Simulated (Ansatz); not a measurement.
BH$_{3}$O$_{2}$S (`OB(O)S`), relaxed with RKS PBE0-D4/def2-TZVP in Ansatz 0.2.0 from a PBE-D4/def2-SVP geometry. The force threshold is 0.005 eV/Å; the program also tests the step.

Total charge 0; spin multiplicity 1.

Start:

```xyz
7

O     1.051   -0.534    0.286
B    -0.006    0.157   -0.257
O     0.161    0.814   -1.443
S    -1.692    0.292    0.478
H     0.849   -0.981    1.124
H     1.068    0.696   -1.781
H    -1.431   -0.445    1.592
```

Problem. How much energy does the relaxation release, and in how many steps? (Best estimate.)

Solution. The calculation gave: 0.50 kcal/mol, in 5 steps.

Problem. Which bonds change most? (An estimate is asked.)

Solution. Ansatz gave: S4–H7 from 1.362 to 1.342 Å; B2–S4 from 1.844 to 1.829 Å; O3–H6 from 0.975 to 0.961 Å; O1–H5 from 0.971 to 0.957 Å.

Problem. Give the relaxed structure. (Best estimate.)

Solution. The calculation gave: 
```xyz
7

O     1.040   -0.535    0.286
B    -0.007    0.155   -0.253
O     0.165    0.803   -1.432
S    -1.676    0.296    0.482
H     0.856   -0.971    1.118
H     1.057    0.697   -1.774
H    -1.435   -0.444    1.574
```
